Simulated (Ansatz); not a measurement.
`[SH][Al]([SH])[Br]`, relaxed with RKS PBE0-D4/def2-TZVP in the Gaussian-basis code of Ansatz from a PBE-D4/def2-SVP geometry. The force threshold is 0.005 eV/Å; the program also tests the step.

The species carries charge 0 and has multiplicity 1.

Start:

```xyz
6

S     0.930   -1.060    1.376
Al    0.498   -0.024   -0.506
S    -1.342    1.080   -0.957
Br    2.080   -0.099   -2.116
H    -0.242   -0.683    1.962
H    -1.924    0.786    0.240
```

| step | energy (eV) | largest force (eV/Å) | largest move (Å) |
| --- | --- | --- | --- |
| 1 | -98333.4409 | 0.537 | 0.000 |
| 2 | -98333.4578 | 0.230 | 0.043 |
| 3 | -98333.4595 | 0.063 | 0.014 |
| 4 | -98333.4602 | 0.003 | 0.016 |

End:

```xyz
6

S     0.920   -1.033    1.371
Al    0.493   -0.023   -0.502
S    -1.338    1.053   -0.946
Br    2.064   -0.098   -2.100
H    -0.256   -0.686    1.922
H    -1.883    0.788    0.254
```

Hardware: 2 threads of a server CPU on a shared host. Wall time 26 s, peak host memory 0.5 GiB.
